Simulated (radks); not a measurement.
Values are calculated unless marked as measured or tabulated.
Coulomb parameter of the 4f shell of the erbium ion Er+ in the model configuration [Xe] 4f11 6s1 6p1, as a second difference U = [E(n + 0.5) + E(n - 0.5) - 2 E(n)] / (0.5)^2 with all orbitals relaxed. "Bare": the charge of the atom changes with n. "Screened": the 6p shell takes up the change at fixed total charge, which measures U(4f,4f) + U(6p,6p) - 2 U(4f,6p). Code: a radial shooting solver on a logarithmic mesh with Libxc functionals. Model: scalar-relativistic Kohn-Sham, r2SCAN, spin-unpolarised, spherical densities, finite nucleus; meta-GGA in the generalised Kohn-Sham scheme; Fermi nuclear charge, rms radius 5.2516 fm.

| case | configuration | E - E(n) (eV) |
|---|---|---|
| start | [Xe] 4f11 6s1 6p1 | 0.000 |
| bare +0.5 | [Xe] 4f11.5 6s1 6p1 | -7.851 |
| bare -0.5 | [Xe] 4f10.5 6s1 6p1 | 12.121 |
| screened +0.5 | [Xe] 4f11.5 6s1 6p0.5 | -5.230 |
| screened -0.5 | [Xe] 4f10.5 6s1 6p1.5 | 7.563 |

U(bare) = 17.080 eV, U(screened by 6p) = 9.332 eV, against the Slater integral F0(4f,4f) = 33.094 eV with frozen orbitals.
